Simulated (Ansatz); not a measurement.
Geometry optimisation, Ansatz 0.2.0, RHF/def2-SVP.

Input file:

```yaml
crystal:
  periodic: [false, false, false]
  atoms:
    - { symbol: Ge, position_ang: [0.0084, 0.532913, -0.380535] }
    - { symbol: H, position_ang: [0.81548, -0.255134, 2.141467] }
    - { symbol: Ge, position_ang: [2.338152, -0.080225, -0.856322] }
    - { symbol: H, position_ang: [2.383369, -1.520201, -1.38617] }
    - { symbol: H, position_ang: [2.86812, 0.870957, -1.935078] }
    - { symbol: H, position_ang: [3.197054, 0.03267, 0.404277] }
    - { symbol: H, position_ang: [-0.736434, 0.929578, -1.660107] }
    - { symbol: H, position_ang: [-0.817185, -0.501346, 0.380718] }
    - { symbol: Cl, position_ang: [0.047161, 2.375227, 0.839423] }
    - { symbol: H, position_ang: [0.815582, 0.42566, 2.343327] }
basis:
  gaussian: { orbitals: def2-SVP }
hamiltonian:
  xc: hf
relax:
  f_tol: 0.03
  max_steps: 50
```

Run as:

```bash
$ ansatz run input.yaml --threads 2 --pin off --max-ram 3072MiB --backend cpu --events-out ev --progress --plain --runs-dir out
```

Q: Where does it end, and by what steps?

A: The run converged. The force dipped under the threshold on the way, but the program's further checks kept it going. After 20 steps the energy has fallen by 0.258 eV; H2 moved furthest, 1.77 Å.

```json
{"step": "0", "energy less start (eV)": "0.0000", "largest force component (eV/Å)": "1.556", "accepted": "yes"}
{"step": "1", "energy less start (eV)": "-0.1372", "largest force component (eV/Å)": "0.192", "accepted": "yes"}
{"step": "2", "energy less start (eV)": "-0.1924", "largest force component (eV/Å)": "0.158", "accepted": "yes"}
{"step": "3", "energy less start (eV)": "-0.2192", "largest force component (eV/Å)": "0.176", "accepted": "yes"}
{"step": "4", "energy less start (eV)": "-0.2371", "largest force component (eV/Å)": "0.061", "accepted": "yes"}
{"step": "5", "energy less start (eV)": "-0.2437", "largest force component (eV/Å)": "0.115", "accepted": "yes"}
{"step": "6", "energy less start (eV)": "-0.2445", "largest force component (eV/Å)": "0.317", "accepted": "yes"}
{"step": "7", "energy less start (eV)": "-0.2455", "largest force component (eV/Å)": "0.167", "accepted": "yes"}
{"step": "8", "energy less start (eV)": "-0.2505", "largest force component (eV/Å)": "0.021", "accepted": "yes"}
{"step": "9", "energy less start (eV)": "-0.2522", "largest force component (eV/Å)": "0.111", "accepted": "yes"}
{"step": "10", "energy less start (eV)": "-0.2534", "largest force component (eV/Å)": "0.135", "accepted": "yes"}
{"step": "11", "energy less start (eV)": "-0.2539", "largest force component (eV/Å)": "0.121", "accepted": "yes"}
{"step": "12", "energy less start (eV)": "-0.2553", "largest force component (eV/Å)": "0.082", "accepted": "yes"}
{"step": "13", "energy less start (eV)": "-0.2564", "largest force component (eV/Å)": "0.011", "accepted": "yes"}
{"step": "14", "energy less start (eV)": "-0.2572", "largest force component (eV/Å)": "0.030", "accepted": "yes"}
{"step": "15", "energy less start (eV)": "-0.2566", "largest force component (eV/Å)": "0.102", "accepted": "no"}
{"step": "16", "energy less start (eV)": "-0.2576", "largest force component (eV/Å)": "0.031", "accepted": "yes"}
{"step": "17", "energy less start (eV)": "-0.2577", "largest force component (eV/Å)": "0.058", "accepted": "yes"}
{"step": "18", "energy less start (eV)": "-0.2579", "largest force component (eV/Å)": "0.044", "accepted": "yes"}
{"step": "19", "energy less start (eV)": "-0.2582", "largest force component (eV/Å)": "0.004", "accepted": "yes"}
{"step": "20", "energy less start (eV)": "-0.2583", "largest force component (eV/Å)": "0.009", "accepted": "yes"}
```

```xyz
10
Properties=species:S:1:pos:R:3
Ge -0.039 0.495 -0.792
H 1.073 0.059 3.860
Ge 2.307 -0.111 -1.175
H 2.381 -1.263 -2.186
H 3.054 1.105 -1.730
H 2.938 -0.551 0.149
H -0.744 1.019 -2.045
H -0.865 -0.625 -0.158
Cl -0.039 2.149 0.644
H 0.854 0.532 3.323
```

Whether the end is a true minimum wasn't checked by a vibrational analysis.

Run time: 29 s on 2 threads of Intel(R) Xeon(R) 6975P-C (Granite Rapids) (shared host), peak memory 0.32 GiB.
